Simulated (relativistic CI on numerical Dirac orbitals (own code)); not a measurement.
**Radial parameters of Re8+**

These numbers are calculated, not measured: Dirac-Coulomb-Breit CI, orbitals from a KLI potential per configuration, QED by a radiative potential, unscaled Slater integrals (own radial code, finite nucleus).

Slater integrals F^k, G^k are unscaled and averaged over j, outside the closed core [Kr] 4d10; ζ comes from projecting the Hamiltonian with its Breit term on Σ l·s of the shell.

- 4f14 5s2 5p5: ζ(5p) = 67337 cm⁻¹; <r>(5p) = 1.123, <r^2>(5p) = 1.414 (bohr units).
- 4f13 5s2 5p6: ζ(4f) = 5536.3 cm⁻¹; <r>(4f) = 0.556, <r^2>(4f) = 0.3758 (bohr units).
- 4f14 5s2 5p4 5d: F^2(5p,5p) = 95629, ζ(5p) = 68124, F^2(5p,5d) = 81523, G^1(5p,5d) = 99077, G^3(5p,5d) = 62499, ζ(5d) = 5292.3 cm⁻¹; <r>(5p) = 1.12, <r^2>(5p) = 1.406, <r>(5d) = 1.374, <r^2>(5d) = 2.123 (bohr units).

Averages of the first 10 configurations, taken without configuration mixing, which lowers the lowest level and can move excited configurations by several eV; other configurations of the list can lie among them:

```
  Configuration  Parity  States  Average energy above the lowest level (eV)
   4f14 5s2 5p5     odd       6                                         4.8
   4f13 5s2 5p6     odd      14                                         8.1
    4f14 5s 5p6    even       2                                        50.3
4f14 5s2 5p4 5d    even     150                                        56.8
4f13 5s2 5p5 5d    even     840                                        60.9
 4f14 5s 5p5 5d     odd     120                                       100.8
4f14 5s2 5p4 5f     odd     210                                       103.0
4f14 5s2 5p4 6s    even      30                                        77.4
4f14 5s2 5p4 5g    even     270                                       126.4
4f13 5s2 5p5 6s    even     168                                        83.0
```
